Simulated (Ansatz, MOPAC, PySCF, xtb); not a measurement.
Dimer: CH5N (SMILES CN) (first 7 atoms) with CH2F2 (SMILES FCF); geometry from B3LYP-D3(BJ)/def2-TZVP, rigid monomers moved along the line of their centres of mass till N2···H11 is 2.70 Å.
(charge 0, multiplicity 1):
```xyz
12

C     -0.282    -0.601    -0.167
N      0.259     0.615     0.447
H     -1.031    -1.033     0.498
H      0.518    -1.334    -0.277
H     -0.742    -0.452    -1.152
H     -0.470     1.309     0.566
H      0.968     1.032    -0.144
F     -1.081    -1.228     3.611
C      0.033    -0.507     3.954
F     -0.362     0.516     4.771
H      0.464    -0.089     3.043
H      0.700    -1.160     4.519
```

Interaction energies are E(AB) − E(A) − E(B) at the monomers' geometry in the complex; basis-set methods are counterpoise corrected.

Correlated levels freeze the cores. Rows in 6-31G* carry no dispersion term and start afresh at each structure (6-31G* with six Cartesian d functions). The state that AM1, PM6 reach isn't checked.

The values were computed with Ansatz (a program for electronic structure); MOPAC for AM1, PM6 (differences of heats of formation); PySCF for 6-31G* rows, the dispersion terms; xtb for the GFN methods. 

| level | interaction energy (kJ/mol) |
|---|---|
| GFN-FF | -8.2 |
| AM1 | -5.6 |
| PM6 | -9.9 |
| GFN1-xTB | -10.6 |
| HF/6-31G* | -9.8 |
| PBE-D4/def2-TZVPPD | -14.0 |
| wB97X-V/def2-TZVPPD | -13.7 |
| CCSD/aug-cc-pVDZ | -12.0 |
| CCSD(T)/aug-cc-pVDZ | … |

**Question.** Fill in the missing entries.

**Answer.** 
- CCSD(T)/aug-cc-pVDZ, interaction energy (kJ/mol): -12.5
